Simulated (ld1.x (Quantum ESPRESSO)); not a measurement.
## Before and after: TM potential for cobalt (Co)

ld1.x (Quantum ESPRESSO) 7.5 input, shortened:

```
&input
   title='Co', zed=27., rel=1, dft='PBE', iswitch=3,
   config='[Ar] 3d7 4s2 4p0'
 /
 &inputp
   pseudotype=2, tm=.true., lloc=-1, rcloc=1.05,
   nlcc=.false.
 /
3
4S  1  0   2.00   0.00  2.00  2.00  0.0
3P  2  1   6.00   0.00  0.85  0.85  0.0
3D  3  2   7.00   0.00  1.65  1.65  0.0
 &test
   configts(1)='3p6 3d7 4s2 4p0'
 /
```

Change: local potential the d channel.

Cutoffs: the cutoffs (Ry, on a coarse ladder) from which the occupation-weighted sum of valence levels, in a spherical-Bessel basis at the reference potential, stays within 10 and 1 mRy of its value at 400 Ry; they do not see the model core or the augmentation charge, which bear on the density cutoff. Errors are all-electron minus pseudo energies relative to the spin-unpolarised reference configuration.

Problem. What does the change do?

Solution. The potential gets neither clearly harder nor softer (160 Ry and 260 Ry → 160 Ry and 260 Ry); both files keep a bound ghost (s); of the 7 tests that both files solve, the error grows in 3 and shrinks in 2 by more than 15 % and 0.3 meV (median size 93.0 → 113.4 meV).

| quantity | base | changed |
| --- | --- | --- |
| cutoff, loose | 160 Ry | 160 Ry |
| cutoff, tight | 260 Ry | 260 Ry |
| loose cutoff by channel (10 mRy a level) | s 6 Ry, p 80 Ry, d 90 Ry | s 6 Ry, p 100 Ry, d 90 Ry |
| bound ghosts | s | s |
| error for 3p6 3d7 4s1 4p0, meV [ΔE 9.03 eV] | -2.3 | -2.2 |
| error for 3p6 3d7 4s0 4p0, meV [ΔE 25.82 eV] | -13 | -14 |
| error for 3p6 3d6 4s0 4p0, meV [ΔE 61.69 eV] | +93 | +8.9 |
| error for 3p6 3d6 4s2 4p1, meV [ΔE 9.66 eV] | +142 | -386 |
| error for 3p6 3d5 4s0 4p0, meV [ΔE 117.04 eV] | +435 | +113 |
| error for 3p5 3d7 4s2 4p0, meV [ΔE 73.52 eV] | -299 | -398 |
| error for 3p6 3d7 4s1 4p1, meV [ΔE 4.35 eV] | +66 | -243 |
| s: phases at 2.19 bohr within 0.05 rad from the reference energy up to (Ry; the scan ends near 5) | 3.4 | 2.7 |
| p: phases at 2.19 bohr within 0.05 rad from the reference energy up to (Ry; the scan ends near 5) | 0.2 | -0.5 |
| d: phases at 2.19 bohr within 0.05 rad from the reference energy up to (Ry; the scan ends near 5) | 1.7 | 1.1 |

 A true bound ghost makes a file unfit for plane-wave use even where its test errors are small: the radial tests pick states by their node count and pass the ghost by.
